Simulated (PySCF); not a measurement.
ScCl3, SMILES [Cl][Sc]([Cl])[Cl]. Atoms are numbered in the order given.

```xyz
4

Sc     0.0000     0.0000     0.0000
Cl     2.2570     0.0000     0.0000
Cl    -1.1285    -1.9546     0.0000
Cl    -1.1285     1.9546     0.0000
```
Charge 0, spin multiplicity 1.

Geometry optimised at ωB97X-D3(BJ)/def2-SVP. The isomer is the one that the SMILES or the coordinates give; other isomers of the formula were not compared.

These are PySCF with PBE0/pcSseg-1 values and carry that method's errors.

GIAO shieldings, no solvent; atoms alike by connectivity are averaged. δ = σ(ref) − σ: ³⁵Cl against HCl (σ = 945.9 ppm), references at their B3LYP-D3(BJ)/def2-TZVP geometries, non-relativistic (without spin–orbit terms, shifts of atoms bonded to Cl or Br come out too high).

Computed chemical shifts:
| nucleus | atoms | count | δ (ppm) |
|---|---|---|---|
| ³⁵Cl | Cl2, Cl3, Cl4 | 3 | 623.9 |
